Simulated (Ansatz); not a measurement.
LiN, multiplicity 3 (lowest of 2S+1 = 1, 3, 5 at CCSD(T)/def2-TZVPP on PBE0 minima; our sources give no spin for the ground state, which may be another), most abundant isotopes (7.0160 and 14.0031 u). Constants from fifth-degree fits in 1/R to seven points on the lowest solution found; no spin–orbit coupling, no relativity up to Kr; ω_e x_e and α_e move by some per cent with the fit.

Correlated levels freeze the inner cores; with def2 sets outer-core shells near the valence are correlated too.

The values were computed with Ansatz (Gaussian basis) for Hartree–Fock, density functionals and correlated methods. Values without a source in brackets are computed.

Total energies (hartree; each atom in its lowest state at that level) and vibrational constants (cm⁻¹):

```json
[
 {"level": "PBE/def2-TZVPP", "E(LiN) at r_e": "-62.063150", "E(Li)": "-7.461919", "E(N)": "-54.532142", "ω_e": "640", "ω_e x_e": "8.3"},
 {"level": "B3LYP/def2-TZVPP", "E(LiN) at r_e": "-62.164553", "E(Li)": "-7.492798", "E(N)": "-54.603975", "ω_e": "674", "ω_e x_e": "7.3"},
 {"level": "wB97M-V/def2-TZVPP", "E(LiN) at r_e": "-62.131994", "E(Li)": "-7.472067", "E(N)": "-54.592608", "ω_e": "687", "ω_e x_e": "6.6"},
 {"level": "CCSD(T)/def2-QZVPP", "E(LiN) at r_e": "-62.050698", "E(Li)": "-7.467933", "E(N)": "-54.525016", "ω_e": "668", "ω_e x_e": "6.1"}
]
```

Question: Work out D_e and D₀ in eV.

Answer: 
D_e = E(Li) + E(N) − E(molecule), times 27.2114 eV; D₀ = D_e − (ω_e/2 − ω_e x_e/4)/8065.54.
- PBE/def2-TZVPP: D_e = 1.880, zero point 0.039, D₀ = 1.841 eV
- B3LYP/def2-TZVPP: D_e = 1.844, zero point 0.042, D₀ = 1.803 eV
- wB97M-V/def2-TZVPP: D_e = 1.832, zero point 0.042, D₀ = 1.789 eV
- CCSD(T)/def2-QZVPP: D_e = 1.571, zero point 0.041, D₀ = 1.530 eV
No counterpoise correction is made.

Ansatz is a program for electronic structure.
